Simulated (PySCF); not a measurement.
Si(CF3)(F)(H)2 (CH2F4Si), SMILES FC(F)([SiH2]F)F. Atoms are numbered in the order given.

```xyz
8

Si     0.6017    -1.0915     0.0000
F     -0.6850    -2.0741     0.0000
C     -0.0381     0.7246     0.0000
F     -0.7750     1.0097    -1.0792
F     -0.7750     1.0097     1.0792
F      1.0166     1.5586     0.0000
H      1.3851    -1.3007    -1.2414
H      1.3851    -1.3007     1.2414
```

The structure is a stationary point at PBE0-D3(BJ)/def2-SVP.

These are SMD-PBE0/def2-SVP in PySCF values and carry that method's errors.

Solvation free energies are E(SMD) − E(gas) at the gas-phase geometry, for 1 M in both phases. In vacuum the dipole moment is 1.86 D.

Q: Rank water, chlorobenzene, acetone by solvation free energy, most negative first.

A: acetone (-1.5 kcal/mol), chlorobenzene (-0.8 kcal/mol), water (1.9 kcal/mol)
